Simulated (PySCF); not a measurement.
## Identify the compound

The spectra below were simulated for a compound C3H4F3O2P.

1H NMR (400 MHz, computed): δ 3.21 (br s, 1H), 1.59 (m, 3H).

13C{1H} NMR (computed): δ 169.8 (C), 138.1 (C), 16.5 (CH3).

All values are calculated (PySCF 2.14): PBE0/pcSseg-1 with gauge-including orbitals, geometry from GFN2-xTB. Averaged over atoms made equivalent by symmetry, fast rotation or ring inversion, relativity neglected, one computed conformer, gas phase.

Chemical shifts δ = σref − σ; 1H and 13C vs TMS, all at this level.

What is the structure?

## Answers


1. 3 carbon signals for 3 carbons: no two carbons are equivalent.
2. Carbon types of the structure: 2 × C, 1 × CH3, leaving 1 H on heteroatoms.
3. δC 169.8, 138.1: fully substituted alkene carbon.
4. δC 16.5: methyl carbon bonded to P.
5. δH 3.21: hydrogen on an oxygen bonded to P; exchangeable, gas-phase position.
6. δH 1.59: hydrogen on a methyl carbon bonded to P.

These data were computed for `C[P@@](=O)(O)C(F)=C(F)F`.

The data come from this structure; uniqueness wasn't tested.

OH and NH positions are those of a molecule without intermolecular hydrogen bonds; in solution they move with solvent, concentration and temperature, and exchange usually removes their couplings. Splittings by 19F and 31P in the carbon and heteronuclear signals aren't shown, as no couplings were computed. Shifts are as computed. Against solution values, carbons near 30 ppm lie about +3 ppm off and those near 130 ppm about +5 ppm. Of 1211 compounds with measured shifts, 218 miss one by over three times the rms of a fit or turn the order of signals round; such compounds aren't used in these exercises.
